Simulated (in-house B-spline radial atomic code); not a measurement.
Values are calculated unless marked as measured or tabulated.
**How size changes two electrons in a hard-walled Si dot**

For Si the NSM archive of the Ioffe Institute lists m_l = 0.98 m0, m_t = 0.19 m0 and ε = 11.7; the model takes one isotropic valley with the conductivity mass 3/(1/m_l + 2/m_t) = 0.26 m0, and so misses anisotropy and the other valleys. All triplets below are those of one valley; with several valleys two electrons can form a triplet in the 1s orbital itself, at an energy set by the valley splitting.

Effective-mass model with parabolic bands, a uniform dielectric constant, no image charges, no central-cell or spin-orbit terms. Two-electron levels come from full CI in B-splines with partial waves to l = 5 (up to 0.001 effective hartree above the limit).

Ha* = 51.68 meV, a* = 2.381 nm.

| R (nm) | s-p spacing (meV) | J_ss (meV) | charging energy, CI (meV) | gap to the lowest triplet, CI (meV) | leading natural occupation |
| --- | --- | --- | --- | --- | --- |
| 3.5 | 123 | 62.8 | 59.6 | 107 | 1.985 |
| 4.67 | 69.4 | 47.1 | 44 | 58 | 1.974 |
| 6.26 | 38.6 | 35.1 | 32.1 | 30.6 | 1.958 |
| 8.38 | 21.5 | 26.2 | 23.4 | 16 | 1.931 |
| 11.2 | 12 | 19.6 | 17 | 8.26 | 1.892 |
| 15 | 6.7 | 14.6 | 12.2 | 4.2 | 1.836 |
| 20.1 | 3.74 | 10.9 | 8.76 | 2.12 | 1.762 |
| 26.9 | 2.09 | 8.17 | 6.25 | 1.06 | 1.669 |
| 36 | 1.17 | 6.11 | 4.45 | 0.531 | 1.560 |
| 48.3 | 0.647 | 4.55 | 3.14 | 0.261 | 1.436 |
| 64.5 | 0.363 | 3.41 | 2.23 | 0.131 | 1.308 |
| 86.4 | 0.202 | 2.54 | 1.58 | 0.0654 | 1.178 |

Question: With what end-to-end powers of R do the columns change between the first and last rows?

Answer: Spacing -2.00, J_ss -1.00, charging energy -1.13, triplet gap -2.31. Kinetic energy scales as 1/R² and repulsion as 1/R, so repulsion wins in large dots and, with correlation, bends the charging energy and the triplet gap away from these laws.

Question: Where does repulsion overtake the orbital spacing, and what happens to the ratio of triplet gap to spacing?

Answer: J_ss passes the spacing between R = 6.26 and 8.38 nm. The ratio goes from 0.87 to 0.32, while the leading occupation goes from 1.985 to 1.178.
